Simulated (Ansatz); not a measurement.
The cluster GeTe₂⁻. Charge -1, multiplicity 2. Geometry r2SCAN-D4/def2-TZVP, that of the neutral singlet; atoms count from 1.

```xyz
3

Ge    0.958    0.366    0.996
Te    0.262    0.507   -1.465
Te   -1.221   -0.872    0.469
```

In the def2 sets Te takes a core potential; there is no spin–orbit coupling. The highest occupied level of the charge -1 doublet lies above zero (up to 0.28 eV). By energy differences its removal costs 1.33 eV (vertical, to the charge 0 singlet, at PBE0-D4/def2-TZVPD); a positive level beside a positive removal energy at the same level points to self-interaction error. The structure comes from a short search, and lower isomers may exist.

Question: Estimate the Mulliken populations from the PBE0/def2-TZVPD orbitals of Ansatz.

Answer: 
```csv
atom,charge (e),spin (α − β)
Ge1,-0.35,0.94
Te2,-0.32,0.03
Te3,-0.32,0.03
```
Mulliken values and Mayer orders depend strongly on the basis. With diffuse functions, as here, like atoms can get unlike values, and bond orders can come out too low or too high.

Question: Where does the spin sit?

Answer: Summed by element: Ge 0.94, Te 0.06, of 1 unpaired in all. Largest on single atoms: Ge1 0.94, Te3 0.03, Te2 0.03.

Question: And the Mayer bond orders between bonded heavy atoms (over 0.3)?

Answer: Ge1–Te2 0.99 (2.56 Å); Ge1–Te3 0.99 (2.56 Å); Te2–Te3 0.96 (2.80 Å).
